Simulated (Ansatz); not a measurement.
Reaction (redistribution): `CB/C=C/O` + `OC[NH][AlH2]` → `CBNCO` + `O/C=[CH]\[AlH2]`

Gas-phase electronic energies from Ansatz, PBE0-D4/def2-TZVP geometries. CBS: MP2 limit from def2 TZ/QZ plus the TZ coupled-cluster correction, frozen cores. Double bonds are as drawn, so ΔE can hold a change between cis and trans. Each species was taken in one conformer, which may not be the lowest.

```tsv
species	HF/CBS(def2) energy (Eh)
`CB/C=C/O`	-217.30744
`OC[NH][AlH2]`	-412.70394
`CBNCO`	-234.54190
`O/C=[CH]\[AlH2]`	-395.48055
```

(1) Work out ΔE.

Largest T1 diagnostic among the species: 0.013.

Results:

(1) ΔE = (-234.54190) + (-395.48055) − (-217.30744) − (-412.70394) = -0.01107 Eh = -0.30 eV. CCSD(T)/CBS gives -0.34 eV.
